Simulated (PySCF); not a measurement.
Species: C6H5O3 (doublet state).
Cartesian coordinates in Å at the GFN2-xTB level; atoms count from 1:
```
atom  x, y, z in Å
C1     2.723   -0.118   -0.512
O2     1.360    0.267   -0.490
C3     0.545   -0.507    0.245
O4     0.915   -1.482    0.867
C5    -0.822   -0.040    0.208
C6    -2.030   -0.498    0.800
C7    -2.813    0.499    0.254
C8    -1.605    1.081   -0.429
O9    -1.381    2.006   -1.143
H10    3.138   -0.106    0.499
H11    3.232    0.604   -1.145
H12    2.827   -1.128   -0.918
H13   -2.235   -1.332    1.445
H14   -3.854    0.753    0.298
```

The hyperfine couplings belong to this conformer and change with its torsions.

The species is `COC(=O)C1=C[CH]C1=O` [radical].

Computed, not measured: UKS B3LYP, pcH-1 on C H O, non-relativistic, mean-field spin-orbit, GIAO (PySCF). Isolated species at its GFN2-xTB geometry (one conformer only). The geometry wasn't refined by DFT: couplings that depend on bond lengths, twists or pyramidal angles can differ widely from those at the functional's own minimum. The SCF solution wasn't tested for stability.

Principal values of hyperfine tensors in MHz (contact and dipolar terms together), for some of the nuclei:

```csv
atom,isotope,A1,A2,A3,alike by the symmetry of this geometry
C5,13C,7.33,8.40,161.15,none
C7,13C,5.05,6.60,135.22,none
C6,13C,-63.91,-30.85,-29.55,none
H14,1H,-59.90,-39.23,-16.01,none
C8,13C,-36.43,-33.98,-30.73,none
C3,13C,-35.22,-29.62,-26.21,none
H13,1H,4.50,8.50,12.02,none
H10,1H,5.09,5.57,8.27,H12
```

(1) Split each tensor into its isotropic and traceless parts, and turn a_iso into mT with g = 2.0037.

(2) What spin density at the nucleus of C6 lies behind its contact coupling (g_N = 1.40482)?

(3) O4 (17O, g_N = -0.75752) isn't in the table. Its spin density at the nucleus is 0.01416 bohr⁻³. What is its contact coupling?

(4) Name the largest traceless tensor T of the table and describe it.

(5) What first-order splitting does C6 cause when the field lies along A1, A2 or A3 of its tensor (g taken as isotropic, no quadrupole term)?

Results:

(1) a_iso = (A1 + A2 + A3)/3, Ti = Ai − a_iso; 1 mT corresponds to 28.044 MHz.

```tsv
atom	a_iso (MHz)	a_iso (mT)	T1	T2	T3
C5	58.96	2.102	-51.63	-50.56	102.19
C7	48.96	1.746	-43.91	-42.36	86.27
C6	-41.43	-1.477	-22.47	10.59	11.89
H14	-38.38	-1.369	-21.52	-0.85	22.37
C8	-33.71	-1.202	-2.72	-0.27	2.98
C3	-30.35	-1.082	-4.87	0.73	4.14
H13	8.34	0.297	-3.84	0.16	3.68
H10	6.31	0.225	-1.22	-0.73	1.96
```

(2) a_FC = (2μ0/3) gₑ μB g_N μN ρ(0)/(2S·h) = 800.24 MHz × g_N × ρ(0)/(2S), with ρ in bohr⁻³. With a_FC = -41.43 MHz and 2S = 1, ρ(0) = -0.03686 bohr⁻³.

(3) By the same relation, a_FC = -8.58 MHz. Its full tensor has the principal values -47.73, 10.83, 11.14 MHz.

(4) C5: -51.6, -50.6, 102.2 MHz, axial, in the ratio −1:−1:+2, the form that spin in one p orbital centred on that nucleus gives.

(5) 2 lines (I = 1/2), spaced by |A_i|/(g × 13.996): 2.28, 1.10, 1.05 mT along the axes of A1, A2 and A3.
